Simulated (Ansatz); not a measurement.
C6H18N3Sc, SMILES `C[N](C)[Sc]([N](C)C)[N](C)C` at its PBE0-D4/def2-TZVP geometry, where that method's forces vanish. The species carries charge 0 and has multiplicity 1.

```xyz
28

C    -0.9527    0.2793   -2.8924
N    -0.6053    0.9422   -1.6625
C    -0.7488    2.3697   -1.7817
Sc   -0.0005    0.0005   -0.0007
N     0.9591    1.0169    1.4345
C     1.5982    2.2922    1.2405
C     1.0989    0.5655    2.7944
N    -0.3545   -1.9583    0.2267
C    -1.3358   -2.7004   -0.5208
C     0.3403   -2.8063    1.1599
H    -0.8180   -0.8043   -2.8102
H    -2.0005    0.4591   -3.1845
H    -0.3270    0.6179   -3.7341
H    -0.0891    2.7945   -2.5562
H    -1.7780    2.6596   -2.0489
H    -0.5103    2.8720   -0.8383
H     1.5154    2.6225    0.1998
H     2.6730    2.2555    1.4815
H     1.1590    3.0821    1.8721
H     2.1536    0.4276    3.0845
H     0.6639    1.2796    3.5125
H     0.5901   -0.3919    2.9483
H    -0.8843   -3.5089   -1.1192
H    -1.8831   -2.0499   -1.2111
H    -2.0837   -3.1731    0.1364
H     1.1048   -2.2474    1.7097
H     0.8532   -3.6412    0.6553
H    -0.3378   -3.2551    1.9044
```

What forces (eV/Å) does PBE-D4/def2-TZVPP give on these atoms in Ansatz? (Best estimate.)

Computed: 
```
C1  -0.025 -0.079 -0.045
N2   0.036 -0.056  0.099
C3   0.020  0.086  0.032
Sc4  0.000  0.000  0.000
N5  -0.058 -0.061 -0.087
C6   0.011  0.079 -0.051
C7  -0.003 -0.071  0.063
N8   0.021  0.118 -0.014
C9  -0.057 -0.007 -0.076
C10  0.054 -0.009  0.078
H11  0.025 -0.220  0.013
H12 -0.225  0.038 -0.080
H13  0.127  0.069 -0.190
H14  0.134  0.105 -0.172
H15 -0.219  0.074 -0.061
H16  0.049  0.105  0.189
H17 -0.016  0.071 -0.209
H18  0.233  0.004  0.053
H19 -0.082  0.181  0.138
H20  0.227 -0.027  0.079
H21 -0.088  0.149  0.164
H22 -0.101 -0.194  0.035
H23  0.085 -0.186 -0.130
H24 -0.112  0.128 -0.142
H25 -0.165 -0.109  0.133
H26  0.155  0.110  0.114
H27  0.112 -0.186 -0.099
H28 -0.138 -0.111  0.164
```
